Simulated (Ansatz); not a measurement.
This geometry of BFH2Se (5 atoms, charge 0, multiplicity 1) is a first-order saddle point.

Level of theory: RKS PBE-D4/def2-SVP in Ansatz.

```xyz
5
Properties=species:S:1:pos:R:3
F -0.432 -1.316 0.914
B -0.218 -0.558 -0.149
Se 1.302 0.754 -0.136
H -0.957 -0.706 -1.104
H 0.356 1.752 0.433
```

Which two structures does it join? (They come from a converged band through this point; their orientation in space is the band's.)

No bond is made or broken.

Image 0:

```xyz
5
Properties=species:S:1:pos:R:3
F -0.290 -1.636 0.837
B -0.275 -0.533 0.090
Se 1.105 0.792 0.443
H -1.112 -0.387 -0.779
H 0.622 1.691 -0.633
```

Image 8:

```xyz
5
Properties=species:S:1:pos:R:3
F 0.041 -1.234 0.856
B -0.431 -0.448 -0.111
Se 0.391 1.258 -0.535
H -1.403 -0.797 -0.754
H 1.451 1.148 0.503
```

How far does it lie above each of them?

13.0 kcal/mol above the first and 13.3 kcal/mol above the second. This is the barrier of this one path; another mechanism may lie lower.

Run time: 63 s on 1 thread of Intel(R) Xeon(R) 6975P-C (Granite Rapids), on a shared host, peak memory 0.13 GiB.
